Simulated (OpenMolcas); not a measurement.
**P⁺: Slater's ratio, the spin-orbit constant, thermal populations, worked from levels**

```
Program             : OpenMolcas 26.06
Basis               : ANO-RCC [8s7p5d4f2g]
Scalar Hamiltonian  : DKH2, point nucleus
Active space        : 4 electrons in 9 orbitals (RAS2 3s 3p; RAS3 3d, at most 2 electrons)
State averaging     : 2S+1 = 3 even, 6 roots; 2S+1 = 1 even, 11 roots; 2S+1 = 5 odd, 1 root; 2S+1 = 3 odd, 8 roots; 2S+1 = 1 odd, 8 roots
Spin-orbit coupling : state interaction with AMFI integrals over the reference wave functions, term energies averaged over their components
```

Methods: RASSCF; MS-RASPT2, IPEA 0.25 Eh, imaginary shift 0.1 Eh (closed shells correlated: 2s 2p). Measured levels: NIST Handbook of Basic Atomic Spectroscopic Data.

**Slater's ratio.** With one set of orbitals, p2 has ¹D - ³P = 6 F2 and ¹S - ¹D = 9 F2 (F2 = F²/25), a ratio of 3/2. Term energies are centres of gravity, weighted by 2J + 1.

```csv
Source,¹D - ³P,¹S - ³P,F2 from the first,Ratio
RASSCF,10219,24006,1703,1.349
MS-RASPT2,8554,21316,1426,1.492
measured,8567,21260,1428,1.482
```

Energies in cm-1. A ratio away from 3/2 shows effects beyond one configuration with one set of orbitals, and in heavier atoms second-order spin-orbit shifts.

**The spin-orbit constant.** For the Hund term ³P of p2, E(J) = (A/2) J(J+1) + constant and ζ = 2S·A = 2A. From J = 0 to J = 2 the energy changes by 3 A.

```csv
Source,E(2) - E(0),A,ζ
RASSCF,416.3,138.8,278
MS-RASPT2,419.1,139.7,279
measured,469.1,156.4,313
```

All in cm-1. MS-RASPT2 is off by -10.7 % and RASSCF by -11.3 %. Both methods take the spin-orbit matrix elements from the reference wave functions, so the second can move ζ only through the term energies and any multistate remixing. Second-order mixing with other terms is absorbed into this ζ.

**Thermal populations.** Z = Σ (2J + 1) exp(-E/kT) with k = 0.695035 cm-1/K, over the levels below. No other level of either list lies under 76500 cm-1, which is above 7 kT at each temperature.

```csv
Level,2J + 1,MS-RASPT2,measured
3s² 3p² ³P₀,1,0.0,0.0
3s² 3p² ³P₁,3,146,165
3s² 3p² ³P₂,5,419,469
3s² 3p² ¹D₂,5,8840,8882
3s² 3p² ¹S₀,1,21600,21576
3s 3p³ ⁵S°₂,5,45120,45697
3s 3p³ ³D°₁,3,64940,65251
3s 3p³ ³D°₂,5,64950,65272
3s 3p³ ³D°₃,7,64970,65307
```

```json
{"T (K)": "5000", "Z, MS-RASPT2": "8.704", "Z, measured levels": "8.620", "Ground level (%), MS-RASPT2": "11.5", "Ground level (%), measured levels": "11.6"}
{"T (K)": "8000", "Z, MS-RASPT2": "9.601", "Z, measured levels": "9.542", "Ground level (%), MS-RASPT2": "10.4", "Ground level (%), measured levels": "10.5"}
{"T (K)": "12000", "Z, MS-RASPT2": "10.539", "Z, measured levels": "10.494", "Ground level (%), MS-RASPT2": "9.5", "Ground level (%), measured levels": "9.5"}
```

At 12000 K, kT = 8340 cm-1, and the computed levels give Z = 1.000 + 2.948 + 4.755 + 1.732 + 0.075 + 0.022 + 0.001 + 0.002 + 0.003 = 10.539.

CASPT2 breaks the degeneracy within a term, and the mean is taken; among the terms shown or strongly mixed into the levels shown the widest spread is 26 cm-1 (3s² 3p² ¹D, MS-RASPT2). Over all roots computed the reference weight is 0.92 to 0.99 in MS-RASPT2; the roots of lowest weight are the least certain, and an intruder state may touch them. The run also gave levels led by 3s 3p² 3d, 3s² 3p 3d, which use shells meant for correlation; these and all levels above them are left out. Some terms mix strongly with configurations of 3d, whose occupation reaches 0.28 (3s 3p³ ³D°, 3s 3p³ ³P°). Without dynamic correlation excited terms often stand tens of per cent too high (terms of higher spin than the ground term too low), and those without a measured partner can miss by more than the paired ones (holds for RASSCF). Computed and measured levels are paired by configuration, term and J; levels that our copy of the source lacks, or whose pairing is in doubt (as where it misses far off the trend of its configuration), stay unpaired and out of the deviations. Levels of configurations outside the active space are missing.

° marks odd parity.
